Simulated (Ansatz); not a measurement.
```yaml
crystal:
  periodic: [false, false, false]
  atoms:
    - {symbol: Ce, position_ang: [-0.016514, 0.001117, 0.456508]}
    - {symbol: Cl, position_ang: [2.483277, -0.026192, -0.127950]}
    - {symbol: Cl, position_ang: [-1.176570, 2.149972, -0.211142]}
    - {symbol: Cl, position_ang: [-1.263536, -2.079172, -0.198166]}
basis:
  gaussian: {orbitals: def2-mTZVPP}
total_charge: 1
hamiltonian: {xc: {name: B3LYP5}}
```

```sh
$ ansatz run in.yaml --threads 4 --pin off --events-out ev --progress --plain --max-ram 8704MiB
```

Shortened log:

```
Functional definition: B3LYP5
1409 factors; integrals over basis functions are off by at most 1.6e-4 eV
mean field evaluation 1: about -50468.2383 eV, gradient 9.5e1 eV
mean field evaluation 2: about -47992.9104 eV, gradient 1.4e3 eV
mean field evaluation 4: about -48672.9938 eV, gradient 1.2e3 eV
mean field evaluation 8: about -50488.1004 eV, gradient 9.4e-2 eV
mean field -50488.10047411 eV, -1855.4034703600 hartree, gradient 1.2e-5 eV, S^2 0.000000; 0 other end points of the search recorded, 0 dependent functions left out
reference -50488.10076733 eV, -1855.4034811357 hartree; 40, 40 occupied and 110, 110 virtual orbitals, 1409 factors
Total energy: -50488.10076733 eV, -1855.4034811357 hartree
```

Run time 3.6 s (4 threads of Arm Neoverse V2 on a shared host).

In the def2 sets Ce takes a core potential; there is no spin–orbit coupling. With an open 4f shell the SCF may have ended on a state above the lowest.
